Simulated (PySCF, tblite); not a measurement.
C5H7N3.
Atom-mapped SMILES: `[CH2:1]=[CH:2][c:3]1[cH:4][n:5][n:6][n:7]1[CH3:8]` (hydrogens: H9, H10 on C1; H11 on C2; H12 on C4; H13, H14, H15 on C8)

Structure optimised with GFN2-xTB, isolated species.

Q: What internal coordinates does the optimisation give?

A: 
```csv
bond,length (Å)
C1=C2,1.328
C2–C3,1.439
C3–C4,1.390
C4–N5,1.340
N5–N6,1.282
N6–N7,1.326
N7–C8,1.432
C3–N7,1.362
C1–H9,1.076
C1–H10,1.076
C2–H11,1.082
C4–H12,1.070
"C8–H13, C8–H14, C8–H15",1.091
```

Bonds in one row agree within 0.01 Å and their mean is given. A selection of angles:
```csv
angle,degrees
C1–C2–C3,124.0
C2–C3–C4,133.1
C2–C3–N7,123.9
C4–C3–N7,103.0
C3–C4–N5,108.5
C4–N5–N6,109.2
N5–N6–N7,109.0
N6–N7–C8,120.9
C3–N7–N6,110.2
C3–N7–C8,128.9
```

Dihedral angles: C1–C2–C3–C4 0° (synperiplanar).

The 5-membered ring C3–C4–N5–N6–N7 has internal angles of 103.0° to 110.2°; it is planar, 0.00 Å rms from its mean plane, widest ring torsion 0°. Of the pairs four or more bonds apart, C8···H11 is among the closest relative to their van der Waals radii: 2.72 Å, 94 % of the sum of Bondi's values. The 3 C–C bonds span 1.328 Å (C1=C2, drawn double) to 1.439 Å (C2–C3, drawn single), a spread of 0.111 Å. The C–N distances run from 1.340 Å (C4–N5, aromatic) to 1.432 Å (N7–C8, drawn single), a spread of 0.092 Å. N7 (pyrrole-type nitrogen) is planar (angles 128.9°, 120.9° and 110.2°, sum 360.0°, 0.00 Å off the plane of its three neighbours). The 2 N–N bonds span 1.282 Å (N5–N6, aromatic) to 1.326 Å (N6–N7, aromatic), a spread of 0.044 Å. The 8 heavy atoms lie in one plane (0.001 Å rms).

Point group: Cs (tolerance 0.08 Å). Its GFN2-xTB frequencies are all real (lowest 70 cm⁻¹). The numbers are those of one conformer.

The numbers are calculated, not measured.
